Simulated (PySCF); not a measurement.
Isomers of C5H10N2SSi2, one GFN2-xTB conformer each. Single-point energies are computed at PBE0/pcSseg-1 (PySCF, gas phase, no added dispersion term), electronic only.

```json
{"SMILES": "C=C[SiH2]c1cc(S[SiH3])n[nH]1", "GFN2-xTB relative energy (kJ/mol)": "182.1"}
{"SMILES": "C=Cc1cc([SiH2]S[SiH3])n[nH]1", "GFN2-xTB relative energy (kJ/mol)": "78.7"}
{"SMILES": "Nc1cccnc1[SiH2]S[SiH3]", "GFN2-xTB relative energy (kJ/mol)": "0.0"}
{"SMILES": "C=Cc1cc(S[SiH2][SiH3])n[nH]1", "GFN2-xTB relative energy (kJ/mol)": "154.8"}
```

Conformers: `[CH2:1]=[CH:2][SiH2:3][c:4]1[cH:5][c:6]([S:7][SiH3:8])[n:9][nH:10]1` with C1–C2–Si3–C4 5°, C2–Si3–C4–C5 -75°, C5–C6–S7–Si8 -179°; `[CH2:1]=[CH:2][c:3]1[cH:4][c:5]([SiH2:6][S:7][SiH3:8])[n:9][nH:10]1` with C1–C2–C3–C4 1°, C4–C5–Si6–S7 -106°, C5–Si6–S7–Si8 -35°; `[NH2:1][c:2]1[cH:3][cH:4][cH:5][n:6][c:7]1[SiH2:8][S:9][SiH3:10]` with N6–C7–Si8–S9 -125°, C7–Si8–S9–Si10 54°; `[CH2:1]=[CH:2][c:3]1[cH:4][c:5]([S:6][SiH2:7][SiH3:8])[n:9][nH:10]1` with C1–C2–C3–C4 1°, C4–C5–S6–Si7 179°, C5–S6–Si7–Si8 -54°.

**Question.** What does PBE0/pcSseg-1 give for the same structures?

**Answer.** 
```json
{"SMILES": "Nc1cccnc1[SiH2]S[SiH3]", "PBE0/pcSseg-1 E (Eh)": "-1282.45991", "PBE0/pcSseg-1 (kJ/mol)": "0.0", "GFN2-xTB (kJ/mol)": "0.0", "point group": "C1"}
{"SMILES": "C=Cc1cc([SiH2]S[SiH3])n[nH]1", "PBE0/pcSseg-1 E (Eh)": "-1282.42253", "PBE0/pcSseg-1 (kJ/mol)": "98.1", "GFN2-xTB (kJ/mol)": "78.7", "point group": "C1"}
{"SMILES": "C=Cc1cc(S[SiH2][SiH3])n[nH]1", "PBE0/pcSseg-1 E (Eh)": "-1282.39004", "PBE0/pcSseg-1 (kJ/mol)": "183.4", "GFN2-xTB (kJ/mol)": "154.8", "point group": "C1"}
{"SMILES": "C=C[SiH2]c1cc(S[SiH3])n[nH]1", "PBE0/pcSseg-1 E (Eh)": "-1282.38689", "PBE0/pcSseg-1 (kJ/mol)": "191.7", "GFN2-xTB (kJ/mol)": "182.1", "point group": "C1"}
```

Both levels put the same isomer lowest; measured from each level's own lowest isomer, the values differ by up to 28.6 kJ/mol (C=Cc1cc(S[SiH2][SiH3])n[nH]1: 154.8 against 183.4). As drawn, the highest has an N–N linkage and a C=C bond outside aromatic rings, which the lowest lacks. Neighbours under 10 kJ/mol apart (C=Cc1cc(S[SiH2][SiH3])n[nH]1 and C=C[SiH2]c1cc(S[SiH3])n[nH]1) can change places with a better method, another conformer or zero-point energy.

**Question.** Which frontier levels, dipoles and rotational constants go with these structures?

**Answer.** 
```csv
SMILES,"HOMO (eV, PBE0/pcSseg-1)",LUMO (eV),dipole (D),"A, B, C (MHz)"
Nc1cccnc1[SiH2]S[SiH3],-6.38,-1.06,3.08,"1351, 563.4, 549.2"
C=Cc1cc([SiH2]S[SiH3])n[nH]1,-6.86,-1.22,4.63,"1681, 437.3, 394.2"
C=Cc1cc(S[SiH2][SiH3])n[nH]1,-6.41,-1.29,3.87,"1721, 480.6, 400.2"
C=C[SiH2]c1cc(S[SiH3])n[nH]1,-6.40,-0.54,3.42,"2208, 374.4, 358.6"
```
